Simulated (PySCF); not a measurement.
Which level of theory gave which numbers?

Compound: C₅H₁₂Si.
InChI=1S/C5H12Si/c1-5-6(2,3)4/h5H,1H2,2-4H3

The closed-shell ground state was solved 4 times with PySCF (density fitting, gas phase), always in the pcSseg-2 basis (391 functions), with these functionals: B97-2, KT3, PBE0 and wB97X-D. Geometry: PBE0-D3(BJ)/def2-TZVP; no solvent, vibrations or thermal averaging.

| row | total energy (Eh) | HOMO (eV) | LUMO (eV) | dipole (D) |
| --- | --- | --- | --- | --- |
| P | -487.2973 | -7.36 | -0.22 | 0.16 |
| Q | -487.2911 | -9.47 | 1.61 | 0.15 |
| R | -486.9827 | -7.62 | -0.19 | 0.16 |
| S | -492.9104 | -6.50 | -1.13 | 0.16 |

Problem. Which functional belongs to which row?

Solution. P = B97-2, Q = wB97X-D, R = PBE0, S = KT3. By rising HOMO–LUMO gap: KT3 (GGA) 5.37 eV; B97-2 (global hybrid, 21 % exact exchange) 7.14 eV; PBE0 (global hybrid, 25 % exact exchange) 7.43 eV; wB97X-D (range-separated hybrid) 11.08 eV. Total energies of different functionals aren't bounds to one another; each is stationary for its own functional.

Shape of the structure used: `[CH2:1]=[CH:2][Si:3]([CH3:4])([CH3:5])[CH3:6]`: C1–C2–Si3–C4 -121°.

Note: wB97X-D ran without an empirical dispersion term, which enters the total energy and its gradient alone.
